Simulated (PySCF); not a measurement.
Sb(Cl)5 cation (Cl5Sb), SMILES [Cl][Sb]([Cl])([Cl])([Cl])[Cl] (connectivity only; charge and spin as stated), charge +1, multiplicity 2.

Geometry optimised at B3LYP-D3(BJ)/def2-SVP. The spin state was assumed, not searched. The isomer is the one that the SMILES or the coordinates give; other isomers of the formula were not compared. The def2 effective core potentials stand for the cores of Sb; spin–orbit coupling is left out.

Computed with PySCF with TDA-PBE/def2-SVPD.

Vertical excitations. Isolated molecule, no solvent.

| state | energy (eV) | λ (nm) | f | main pairs |
|---|---|---|---|---|
| root 1 | 0.81 | 1540 | 0.000 | β HOMO→LUMO 100 % |
| root 2 | 1.09 | 1141 | 0.000 | β HOMO−2→LUMO 100 % |
| root 3 | 1.11 | 1118 | 0.003 | β HOMO−1→LUMO 98 % |
| root 4 | 1.42 | 872 | 0.000 | β HOMO−4→LUMO 100 % |
| root 5 | 1.44 | 859 | 0.006 | β HOMO−3→LUMO 95 % |
| root 6 | 1.75 | 707 | 0.000 | β HOMO−5→LUMO 99 % |
| root 7 | 1.82 | 681 | 0.000 | β HOMO−6→LUMO 100 % |
| root 8 | 1.90 | 654 | 0.000 | α HOMO→LUMO 35 %, β HOMO→LUMO+1 64 % |
| root 9 | 1.95 | 634 | 0.000 | β HOMO−7→LUMO 98 % |
| root 10 | 2.04 | 609 | 0.000 | α HOMO−1→LUMO 67 %, β HOMO−1→LUMO+1 26 % |
Unrestricted roots are not spin-pure.
